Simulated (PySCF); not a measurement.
CdH2. Atoms are numbered in the order given.

```xyz
3

Cd     0.0000     0.0000     0.0000
H      0.0000     0.0000    -1.6773
H      0.0000     0.0000     1.6773
```
Charge 0, spin multiplicity 1.

Geometry optimised at PBE0-D3(BJ)/def2-TZVPD. The def2 effective core potentials stand for the cores of Cd; spin–orbit coupling is left out.

These are IEF-PCM-B3LYP/def2-TZVPD (PySCF) values and carry that method's errors.

The values are the electrostatic part of the solvation free energy, E(continuum) − E(gas) at the gas-phase geometry, in a cavity of scaled van der Waals radii (PySCF's table); cavitation and dispersion terms are not included. A continuum can't describe solvent molecules that bind to the metal. In vacuum the orbital gap is 6.64 eV. The dipole moment in vacuum is 0.00 D.

Problem. Estimate the values in water (ε = 78.36), 1-octanol (ε = 9.86), N,N-dimethylformamide (ε = 37.22). (Estimate from the structure and the level; the computed values follow.)

Solution. 
```tsv
solvent	ε	ΔG(elec) (kcal/mol)	dipole (D)	gap (eV)
water	78.36	-7.2	0.00	7.23
1-octanol	9.86	-6.2	0.00	7.14
N,N-dimethylformamide	37.22	-7.1	0.00	7.21
```
